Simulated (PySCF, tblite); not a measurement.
Isomers of [C7H17NP]- (charge -1). Method: GFN2-xTB as coded in tblite; computed harmonic values from a numerical Hessian at the method's own geometry, unscaled. Against measured fundamentals such values can be off by several per cent, at times by over 20. One conformer each.

Electronic energies: PBE0/pcSseg-1 single points on the GFN2-xTB geometries (PySCF, gas phase).

```csv
SMILES,"electronic energy, lowest = 0 (kcal/mol)"
CN(C)[P-]CC(C)(C)C,0.0
CN(C)C[P-]C(C)(C)C,3.7
CCCC[P-]N(C)CC,1.4
```

Problem. How do GFN2-xTB zero-point energies change the relative energies?

Solution. 
| SMILES | ZPE (kcal/mol) | of it from modes above 1550 cm⁻¹ | electronic (kcal/mol) | with ZPE, lowest = 0 (kcal/mol) | lowest mode (cm⁻¹) | rings |
| --- | --- | --- | --- | --- | --- | --- |
| CN(C)[P-]CC(C)(C)C | 142.4 | 71.5 | 0.0 | 0.0 | 28 | 0 |
| CCCC[P-]N(C)CC | 142.8 | 71.2 | 1.4 | 1.8 | 26 | 0 |
| CN(C)C[P-]C(C)(C)C | 142.3 | 71.2 | 3.7 | 3.6 | 27 | 0 |

The zero-point energies span 0.5 kcal/mol, from `CN(C)C[P-]C(C)(C)C` to `CCCC[P-]N(C)CC`. The order is unchanged.

Problem. And how do the electronic energies of GFN2-xTB itself compare?

Solution. `CN(C)[P-]CC(C)(C)C` 0.0; `CCCC[P-]N(C)CC` 3.6; `CN(C)C[P-]C(C)(C)C` 10.1 kcal/mol, lowest = 0. Against the energies above, taken from the same isomer `CN(C)[P-]CC(C)(C)C`, the largest difference is 6.4 kcal/mol.

Problem. What do entropy and thermal enthalpy add at 298.15 K and 1 bar (rigid rotor, harmonic oscillator, one conformer each)?

Solution. 
| SMILES | point group | symmetry number | S (cal/(mol K)) | H − H(0) (kcal/mol) | ZPE + H − H(0) − TS (kcal/mol) |
| --- | --- | --- | --- | --- | --- |
| CN(C)[P-]CC(C)(C)C | C1 | 1 | 110.8 | 8.69 | 118.0 |
| CCCC[P-]N(C)CC | C1 | 1 | 113.9 | 8.72 | 117.5 |
| CN(C)C[P-]C(C)(C)C | C1 | 1 | 109.7 | 8.57 | 118.2 |
